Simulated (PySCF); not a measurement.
C4H10Ga (SMILES C[CH2][Ga][CH2]C), doublet, geometry from GFN2-xTB (such geometries of metal compounds can be far from the true shape) (the spin is typed, not shown lowest); CAMB3LYP/3-21G (PySCF).

The PySCF input:
```python
from pyscf import gto, scf, dft

mol = gto.Mole()
mol.atom = '''
    Ga    0.29340128    0.50836501    0.43322497
    C     1.39032336   -1.33519047    0.94378139
    C     1.02252615   -2.39459966   -0.08734467
    H     1.11211080   -1.66803198    1.94993458
    H     2.47100930   -1.15629593    0.94192441
    H     1.31280384   -2.07454094   -1.08980203
    H    -0.05457994   -2.57102279   -0.09045035
    H     1.51973782   -3.34585680    0.11933185
    C    -1.36430948    0.31834187   -1.00744777
    C    -2.01998177    1.66525240   -1.29034187
    H    -2.09823473   -0.38438905   -0.59614511
    H    -0.97066620   -0.11730328   -1.93293337
    H    -1.29452604    2.36707791   -1.70634517
    H    -2.42301241    2.09814249   -0.37271991
    H    -2.84143175    1.57008050   -2.00465158
'''
mol.basis = '3-21g'
mol.spin = 1
mol.verbose = 5
mol.build()

mf = dft.UKS(mol)
mf.xc = 'camb3lyp'
mf.grids.prune = dft.gen_grid.sg1_prune
mf.kernel()
mf.analyze()
```

**Question.** Predict the main parts of the log of this PySCF run.

**Answer.** 
```
PySCF version 2.14.0

[INPUT] verbose = 5
[INPUT] max_memory = 4000
[INPUT] num. atoms = 15
[INPUT] num. electrons = 65
[INPUT] charge = 0
[INPUT] spin (= nelec alpha-beta = 2S) = 1
[INPUT] symmetry False subgroup None
[INPUT] Mole.unit = angstrom
[INPUT] Symbol           X                Y                Z      unit          X                Y                Z       unit  Magmom
[INPUT]  1 Ga     0.293401280000   0.508365010000   0.433224970000 AA    0.554448063797   0.960670640212   0.818676543623 Bohr   0.0
[INPUT]  2 C      1.390323360000  -1.335190470000   0.943781390000 AA    2.627330374985  -2.523144312429   1.783488348561 Bohr   0.0
[INPUT]  3 C      1.022526150000  -2.394599660000  -0.087344670000 AA    1.932294378706  -4.525137535377  -0.165057504741 Bohr   0.0
[INPUT]  4 H      1.112110800000  -1.668031980000   1.949934580000 AA    2.101584832171  -3.152123609216   3.684842317019 Bohr   0.0
[INPUT]  5 H      2.471009300000  -1.156295930000   0.941924410000 AA    4.669530828253  -2.185082626649   1.779979164943 Bohr   0.0
[INPUT]  6 H      1.312803840000  -2.074540940000  -1.089802030000 AA    2.480839712877  -3.920314210798  -2.059427366695 Bohr   0.0
[INPUT]  7 H     -0.054579940000  -2.571022790000  -0.090450350000 AA   -0.103141138495  -4.858528933115  -0.170926389371 Bohr   0.0
[INPUT]  8 H      1.519737820000  -3.345856800000   0.119331850000 AA    2.871888260944  -6.322753004014   0.225504514438 Bohr   0.0
[INPUT]  9 C     -1.364309480000   0.318341870000  -1.007447770000 AA   -2.578171266348   0.601578948282  -1.903800370104 Bohr   0.0
[INPUT] 10 C     -2.019981770000   1.665252400000  -1.290341870000 AA   -3.817212321914   3.146870964275  -2.438392741359 Bohr   0.0
[INPUT] 11 H     -2.098234730000  -0.384389050000  -0.596145110000 AA   -3.965088984751  -0.726390029782  -1.126550988399 Bohr   0.0
[INPUT] 12 H     -0.970666200000  -0.117303280000  -1.932933370000 AA   -1.834293276372  -0.221671072713  -3.652714686333 Bohr   0.0
[INPUT] 13 H     -1.294526040000   2.367077910000  -1.706345170000 AA   -2.446299676718   4.473128965408  -3.224525045274 Bohr   0.0
[INPUT] 14 H     -2.423012410000   2.098142490000  -0.372719910000 AA   -4.578829851322   3.964914676413  -0.704338551073 Bohr   0.0
[INPUT] 15 H     -2.841431750000   1.570080500000  -2.004651580000 AA   -5.369527809144   2.967022138520  -3.788242461377 Bohr   0.0
[INPUT] ---------------- BASIS SET ----------------
[INPUT] l, kappa, [nprim/nctr], expnt,             c_1 c_2 ...
[INPUT] H
[INPUT] 0    0    [2    /1   ]  5.447178          0.156285
                                0.824547          0.904691
[INPUT] 0    0    [1    /1   ]  0.183192             1
[INPUT] Ga
[INPUT] 0    0    [3    /1   ]  4751.8979         0.06284
                                718.92054         0.373611
                                157.44592         0.684363
[INPUT] 0    0    [3    /1   ]  209.5834          -0.111516
                                45.69171          0.092696
                                14.13297          0.962287
[INPUT] 0    0    [3    /1   ]  14.59954          0.291029
                                4.860842          -0.323188
                                1.549111          -0.864391
[INPUT] 0    0    [2    /1   ]  1.267943          -0.285131
                                0.188399          1.128022
[INPUT] 0    0    [1    /1   ]  0.057237             1
[INPUT] 1    0    [3    /1   ]  209.5834          0.144266
                                45.69171          0.573178
                                14.13297          0.449086
[INPUT] 1    0    [3    /1   ]  14.59954          0.026562
                                4.860842          0.483314
                                1.549111          0.59243
[INPUT] 1    0    [2    /1   ]  1.267943          0.030183
                                0.188399          0.988466
[INPUT] 1    0    [1    /1   ]  0.057237             1
[INPUT] 2    0    [3    /1   ]  21.29253          0.16199
                                5.393166          0.511674
                                1.333883          0.589873
[INPUT] C
[INPUT] 0    0    [3    /1   ]  172.256           0.0617669
                                25.9109           0.358794
                                5.53335           0.700713
[INPUT] 0    0    [2    /1   ]  3.66498           -0.395897
                                0.770545          1.21584
[INPUT] 0    0    [1    /1   ]  0.195857             1
[INPUT] 1    0    [2    /1   ]  3.66498           0.23646
                                0.770545          0.860619
[INPUT] 1    0    [1    /1   ]  0.195857             1

nuclear repulsion = 312.938704296763
number of shells = 50
number of NR pGTOs = 144
number of NR cGTOs = 78
basis = 3-21g
ecp = {}

******** <class 'pyscf.dft.uks.UKS'> ********
method = UKS
initial guess = minao
damping factor = 0
level_shift factor = 0
DIIS = <class 'pyscf.scf.diis.CDIIS'>
diis_start_cycle = 1
diis_space = 8
diis_damp = 0
SCF conv_tol = 1e-09
SCF conv_tol_grad = None
SCF max_cycles = 50
direct_scf = True
direct_scf_tol = 1e-13
number electrons alpha = 33  beta = 32
XC library pyscf.dft.libxc version 7.1.2
    S. Lehtola, C. Steigemann, M. J. T. Oliveira, and M. A. L. Marques,  SoftwareX 7, 1–5 (2018)
XC functionals = camb3lyp
    T. Yanai, D. P. Tew, and N. C. Handy,  Chem. Phys. Lett. 393, 51 (2004)
radial grids:
    Treutler-Ahlrichs [JCP 102, 346 (1995); DOI:10.1063/1.469408] (M4) radial grids

becke partition: Becke, JCP 88, 2547 (1988); DOI:10.1063/1.454033
pruning grids: <function sg1_prune>
grids dens level: 3
symmetrized grids: False
atomic radii adjust function: <function treutler_atomic_radii_adjust>
small_rho_cutoff = 0
Set gradient conv threshold to 3.16228e-05
Traceback (most recent call last):
  File "input.py", line 29, in <module>
  File "<string>", line 2, in kernel
  File "site-packages/pyscf/scf/hf.py", line 2099, in scf
  File "site-packages/pyscf/scf/hf.py", line 132, in kernel
  File "site-packages/pyscf/dft/uks.py", line 42, in get_veff
  File "site-packages/pyscf/dft/uks.py", line 192, in initialize_grids
  File "site-packages/pyscf/dft/rks.py", line 506, in initialize_grids
  File "site-packages/pyscf/dft/gen_grid.py", line 653, in build
  File "<string>", line 6, in gen_atomic_grids
  File "site-packages/pyscf/dft/gen_grid.py", line 318, in gen_atomic_grids
  File "site-packages/pyscf/dft/gen_grid.py", line 81, in sg1_prune
IndexError: index 31 is out of bounds for axis 0 with size 19
```

The input was rejected before any calculation.
